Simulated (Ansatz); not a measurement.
Basis-set extrapolation for ClF3H2Si2 (`F[Si](F)(F)[SiH2]Cl`) (PBE0-D4/def2-TZVP geometry, frozen core, Ansatz). Multiplicity 1, RHF reference.

```csv
,def2-TZVPP,def2-QZVPP
HF,-1337.288645,-1337.334805
MP2 correlation,-1.161686,-1.274247
CCSD(T) correlation,-1.236268,not run
```

Energies in hartree. Use E(X) = E(∞) + A·exp(−7.88·√X) for Hartree–Fock and E(X) = E(∞) + B·X^(−2.97) for correlation, with X = 3 and 4, and add CCSD(T) minus MP2 of the smaller set to the MP2 limit.

Task: What is the CCSD(T) energy at the basis-set limit?

Result: HF limit: -1337.334805 + (-0.046160) × 0.13774 = -1337.34116. MP2 limit: -1.274247 + (-0.112561) × 0.74074 = -1.35763. Higher-order term: -1.236268 − (-1.161686) = -0.07458. Total: -1338.77337 hartree, 6.76 eV below CCSD(T)/def2-TZVPP.
